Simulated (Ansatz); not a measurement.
An input meant for Si4O9H2 (charge 0, singlet).

```yaml
crystal:
  periodic: [false, false, false]
  atoms:
    - {symbol: Si, position_ang: [-1.267397, -1.579928, -0.407454]}
    - {symbol: Si, position_ang: [1.299858, -1.060932, -0.024937]}
    - {symbol: Si, position_ang: [0.373410, 1.193458, -0.902422]}
    - {symbol: Si, position_ang: [0.247791, 0.643132, 1.898688]}
    - {symbol: O, position_ang: [-1.252130, -1.287214, 1.519329]}
    - {symbol: O, position_ang: [-2.370879, -2.649101, -0.964796]}
    - {symbol: O, position_ang: [1.974568, 0.096681, -1.052626]}
    - {symbol: O, position_ang: [-1.028512, -0.064702, 1.839121]}
    - {symbol: O, position_ang: [0.091734, 2.461630, -2.214743]}
    - {symbol: O, position_ang: [0.522898, 1.894910, 0.412372]}
    - {symbol: O, position_ang: [-0.817143, -0.032489, -1.011764]}
    - {symbol: O, position_ang: [0.582669, -2.217205, -0.379147]}
    - {symbol: O, position_ang: [1.608773, -0.485796, 1.327120]}
    - {symbol: H, position_ang: [0.586019, 1.366384, 3.085622]}
    - {symbol: H, position_ang: [0.007357, 2.084098, -3.109077]}
basis:
  gaussian: {orbitals: cc-pVTZ, fitting: {mean_field: def2-universal-jkfit}}
hamiltonian: {xc: {name: HF}}
scf: {omitted_lower_state_checks: [starts]}
relax: {f_tol: 0.001, max_steps: 2}
```

```sh
$ ansatz run in.yaml --threads 6 --pin off --events-out ev --progress --plain --max-ram 7833MiB
```

It prints (some lines left out):

```
Functional definition: HF
1241 factors; integrals over basis functions are off by at most 9.9e-1 eV
mean field evaluation 1: about -49815.3780 eV, gradient 9.0e1 eV
mean field evaluation 2: about -49821.8733 eV, gradient 6.8e1 eV
mean field evaluation 4: about -49829.4791 eV, gradient 4.3e0 eV
mean field evaluation 8: about -49829.5159 eV, gradient 2.0e-5 eV
mean field -49829.51586507 eV, -1831.2009323824 hartree, gradient 2.0e-5 eV, S^2 0.000000; 0 other end points of the search recorded, 0 dependent functions left out
reference -49829.51586507 eV, -1831.2009323824 hartree; 65, 65 occupied and 369, 369 virtual orbitals, 1241 factors
relax step   1: F+E_penalty+E_count = -49829.51586507 eV  Δ(F+E_penalty+E_count) = +0.000e0 eV  max|allowed force component| = 9.754e0 eV/Å  Δτ_max = 0.0000 Å  (32 SCF iters, accepted)
1241 factors; integrals over basis functions are off by at most 1.0e0 eV
mean field -49834.29827732 eV, -1831.3766827909 hartree, gradient 2.0e-5 eV, S^2 0.000000; 0 other end points of the search recorded, 0 dependent functions left out
reference -49834.29827732 eV, -1831.3766827909 hartree; 65, 65 occupied and 369, 369 virtual orbitals, 1241 factors
relax step   2: F+E_penalty+E_count = -49834.29827732 eV  Δ(F+E_penalty+E_count) = -4.782e0 eV  max|allowed force component| = 5.769e0 eV/Å  Δτ_max = 0.1942 Å  (34 SCF iters, accepted)
Error: geometry relaxation did not converge after 2 steps: max|allowed force component| = 5.77e0 eV/Å (threshold 1.0e-3). Raise `relax.max_steps` over both its present limit and 2, loosen `relax.f_tol`, or start from a geometry closer to equilibrium. Where this run's directory can be resumed (`checkpoint.write`), a resume goes on for up to `relax.max_steps` more
```

In this input the relaxation is allowed too few steps for its threshold. The SCF steps converged, but the relaxation ran out of steps.
